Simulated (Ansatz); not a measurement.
Spectroscopic constants of GaCl, closed-shell singlet (the spin of the measured ground state). No spin–orbit coupling. Ga is treated without relativity.

```
level                                bond energy D_e (eV)  minus CCSD(T)/CBS(def2-TZVPP, def2-QZVPP)
-----------------------------------  --------------------  -----------------------------------------
SVWN5/def2-TZVPP                                    5.591                                      0.621
PBE/def2-TZVPP                                      4.967                                     -0.003
r2SCAN/def2-TZVPP                                   4.934                                     -0.036
B97M-V/def2-TZVPP                                   5.009                                      0.039
B3LYP/def2-TZVPP                                    4.748                                     -0.223
PBE0/def2-TZVPP                                     4.843                                     -0.127
BHLYP/def2-TZVPP                                    4.596                                     -0.374
CAM-B3LYP/def2-TZVPP                                4.755                                     -0.215
wB97X-V/def2-TZVPP                                  4.905                                     -0.066
wB97M-V/def2-TZVPP                                  4.915                                     -0.055
B2PLYP/def2-TZVPP                                   4.802                                     -0.169
CCSD/def2-TZVPP                                     4.618                                     -0.353
CCSD/def2-QZVPP                                     4.730                                     -0.240
CCSD(T)/def2-TZVPP                                  4.743                                     -0.227
CCSD(T)/def2-QZVPP                                  4.872                                     -0.098
CCSD(T)/CBS(def2-TZVPP, def2-QZVPP)                 4.970                                      0.000
```

 The comparison column counts from a level with limits of its own.

The rows run from 4.596 (BHLYP/def2-TZVPP) to 5.591 eV (SVWN5/def2-TZVPP). From def2-TZVPP to def2-QZVPP CCSD(T) changes by 0.129. The 11 functionals in def2-TZVPP without D3 or D4 span 0.995, from BHLYP to SVWN5.

D_e counts from the fitted minimum to each atom's lowest state at the same level, without counterpoise. The singlet is restricted.

Correlated levels freeze the inner cores; with def2 sets outer-core shells near the valence are correlated too. CBS(a, b) extrapolates the correlation energy as X⁻³ and adds the Hartree–Fock energy of set b.

The values were computed with Ansatz (Gaussian basis) for Hartree–Fock, density functionals and correlated methods. Each number belongs to the level named beside it.

Ansatz is an electronic-structure program.
